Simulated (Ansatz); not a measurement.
Born–Oppenheimer molecular dynamics of BrClH4O3Sn (10 atoms, charge 0, multiplicity 1). It starts at the highest image of a converged band, a first-order saddle point between two minima.

Theory: Ansatz, RKS LDA/def2-SVP.

```
ensemble                      : NVE (velocity Verlet)
time step                     : 0.5 fs
steps asked                   : 200
starting velocities drawn for : 300 K
seed                          : 5448
```

First frame:

```xyz
10
Properties=species:S:1:pos:R:3
Sn 0.207 0.335 -0.006
Cl -0.060 -0.173 2.584
O 1.924 -0.191 -0.806
H 1.770 -1.094 -1.162
O -1.031 1.622 -0.829
H -1.770 1.071 -1.170
O -0.829 -1.323 -0.345
H -1.055 -1.753 0.505
Br 1.407 2.312 1.290
H 0.711 1.117 2.392
```

Q: How far do the bonds stretch over the last three quarters of this one trajectory? (Pairs bonded in most of those frames.)

A: 
```csv
bond,mean (Å),spread (Å),shortest,longest
Sn1–Cl2,2.662,0.070,2.59,2.80
Sn1–O3,1.979,0.017,1.95,2.00
Sn1–O5,1.965,0.004,1.96,1.98
Sn1–O7,1.976,0.050,1.91,2.06
Sn1–Br9,2.596,0.032,2.57,2.67
Cl2–H10,1.494,0.056,1.40,1.60
O3–H4,0.982,0.008,0.97,1.00
O5–H6,0.982,0.012,0.96,1.00
O7–H8,0.980,0.013,0.96,1.00
Br9–H10,1.846,0.083,1.72,1.99
```

Mean temperature of the second half: 155 K. The conserved energy stayed within 0.066 meV per atom of its start (net change 0.041 meV per atom), so the integration is sound. A run of 0.1 ps of so small a system gives no equilibrium averages. The orbitals stay closed-shell, which can raise the energy where a bond breaks towards radicals; this wasn't checked here.

Time of the run: 3.4 min on 4 threads of Intel(R) Xeon(R) CPU @ 2.60GHz (Ice Lake), on a shared host, peak memory 0.23 GiB.
